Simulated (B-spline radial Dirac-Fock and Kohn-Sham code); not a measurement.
Method: Dirac-Fock energy differences between relaxed states, corrected for Breit and QED terms. Computed with a B-spline atomic structure program. Free atoms and ions in their tabulated ground configurations, energies from the vacuum level.

Q: Order these levels by binding energy, lowest first.
A. Cs²⁺ 4p1/2
B. Sm⁴⁺ 4d3/2
C. Hg 4d5/2
D. Zr⁶⁺ 3d5/2
E. Cs²⁺ 4s
F. Si⁵⁺ 2s

A: B (197.8 eV), A (209.0 eV), F (254.6 eV), E (264.9 eV), D (276.7 eV), C (368.9 eV).
